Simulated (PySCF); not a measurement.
FGaH2O, SMILES [GaH]([OH])[F].

Geometry optimised at B3LYP-D3(BJ)/def2-TZVP. The values are those of a single conformer.

All values below come from TDA-CAM-B3LYP/def2-SVPD in PySCF 2.14.0.

Vertical excitations. The molecule is in vacuum. State labels are in the subgroup Cs.

Question: Give excitation energies, oscillator strengths and character. (Estimate from the structure and the level; the computed values follow.)

Answer: 
```tsv
state	symmetry	energy (eV)	λ (nm)	f	main pairs
S1	A"	7.22	172	0.032	HOMO→LUMO+1 91 %
S2	A"	7.31	170	0.011	HOMO−1→LUMO 97 %
S3	A'	7.34	169	0.002	HOMO→LUMO 63 %, HOMO−1→LUMO+1 30 %
S4	A"	8.12	153	0.072	HOMO−2→LUMO 95 %
S5	A'	8.26	150	0.229	HOMO−1→LUMO+1 56 %, HOMO→LUMO 28 %
S6	A'	8.69	143	0.128	HOMO−2→LUMO+1 57 %, HOMO−4→LUMO+1 17 %
S7	A"	8.81	141	0.036	HOMO→LUMO+3 34 %, HOMO→LUMO+2 34 %, HOMO−3→LUMO+1 17 %, HOMO→LUMO+4 7 %
S8	A"	8.96	138	0.010	HOMO−4→LUMO 87 %
S9	A'	9.08	137	0.004	HOMO−3→LUMO 59 %, HOMO−4→LUMO+1 22 %
S10	A"	9.09	136	0.060	HOMO−3→LUMO+1 65 %, HOMO→LUMO+2 10 %
T1	A'	6.59	188	0	HOMO→LUMO 94 %
T2	A"	6.70	185	0	HOMO→LUMO+1 84 %
T3	A"	6.94	179	0	HOMO−1→LUMO 77 %, HOMO−2→LUMO 15 %
T4	A'	6.95	178	0	HOMO−1→LUMO+1 79 %
```
Triplets are in the Tamm–Dancoff approximation.
